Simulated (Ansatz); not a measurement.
Molecule: WH$_{5}$, charge 0, multiplicity 2. The spin state was set by rule; other spins were not relaxed. 
Coordinates optimised at B3LYP-D3(BJ)/def2-TZVP (Ansatz, a first-principles code):
SMILES: [WH5]
```xyz
6

W      0.0172     0.0063     0.0035
H      0.7083     1.2936    -0.9053
H     -1.2802     0.7209     0.8246
H      0.9918    -0.6688     1.2505
H     -1.5306    -0.5626    -0.3108
H     -0.1612    -1.2507    -1.1173
```
Charge 0, spin multiplicity 2.

Wanted: vertical ionisation energy (to the singlet state of charge +1; each state is the SCF solution reached for its spin; for the singlet T1 is 0.035), in eV. Cores are frozen in the correlated levels unless marked. Open shells are spin-unrestricted. Spin-orbit coupling is left out. The frozen core is the preceding noble-gas configuration, with the filled d and f shells of earlier blocks. In def2 rows, elements after Kr have scalar-relativistic effective core potentials. Basis-set limits of correlation are two-point, X^-3; Hartree-Fock from the larger set. The bracket is a focal-point correction in the basis named.

```tsv
level	program	vertical ionisation energy (eV)
PBE/def2-TZVPD	Ansatz	8.61
B3LYP/def2-TZVPD	Ansatz	8.71
PBE0/def2-TZVPD	Ansatz	8.74
BHLYP/def2-TZVPD	Ansatz	?
wB97X-V/def2-TZVPD	Ansatz	?
RI-MP2/CBS(def2-TZVPPD,def2-QZVPPD)+[CCSD(T)-MP2]/def2-TZVPPD	Ansatz	8.70
```

Problem. Some entries are withheld; supply them.

Solution. 
- BHLYP/def2-TZVPD, vertical ionisation energy (eV): 8.72
- wB97X-V/def2-TZVPD, vertical ionisation energy (eV): 8.68
